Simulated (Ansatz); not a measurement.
VSO₅H₁₂⁺, that is [V(H2S)(H2O)5]2+ with one electron more. Charge 1, multiplicity 5. Geometry r2SCAN-D4/def2-SVP, that of the charge +2 quartet; atoms count from 1.

Cartesian coordinates in Å:
```
V -0.0325 0.0152 0.0033
S 0.5901 -0.4981 -2.4459
H 1.7970 0.0283 -2.7660
H 0.9956 -1.7835 -2.5868
O -0.7061 0.4990 1.9625
H -1.2255 -0.0712 2.5514
H -0.6285 1.3605 2.4026
O 1.7731 -0.6503 0.9131
H 2.5769 -1.0249 0.5203
H 1.9301 -0.6133 1.8703
O -1.8814 0.7126 -0.7930
H -2.1520 0.7343 -1.7256
H -2.6255 1.0720 -0.2841
O -0.8968 -1.9043 0.3111
H -1.7586 -2.2013 -0.0220
H -0.4343 -2.7016 0.6146
O 0.7320 1.9988 -0.0908
H 0.3053 2.7486 -0.5355
H 1.6411 2.2792 0.1004
```

**Question.** Estimate the Mulliken populations from the PBE0/def2-TZVP orbitals of Ansatz.

**Answer.** 
```csv
atom,charge (e),spin (α − β),d electrons
V1,0.27,3.78,3.59
S2,-0.20,-0.06,–
H3,0.20,0.03,–
H4,0.20,0.03,–
O5,-0.57,-0.06,–
H6,0.35,0.04,–
H7,0.35,0.04,–
O8,-0.56,-0.08,–
H9,0.32,0.07,–
H10,0.33,0.06,–
O11,-0.55,-0.09,–
H12,0.34,0.06,–
H13,0.32,0.07,–
O14,-0.56,-0.08,–
H15,0.33,0.06,–
H16,0.33,0.06,–
O17,-0.56,-0.07,–
H18,0.33,0.06,–
H19,0.33,0.06,–
```
Mulliken values depend strongly on the basis.

**Question.** Where does the spin sit?

**Answer.** Summed by element: V 3.78, S -0.06, H 0.66, O -0.38, of 4 unpaired in all. Largest on single atoms: V1 3.78, O11 -0.09, O8 -0.08.

**Question.** And the Mayer bond orders between heavy atoms (over 0.3)?

**Answer.** V1–S2 0.43 (2.58 Å).
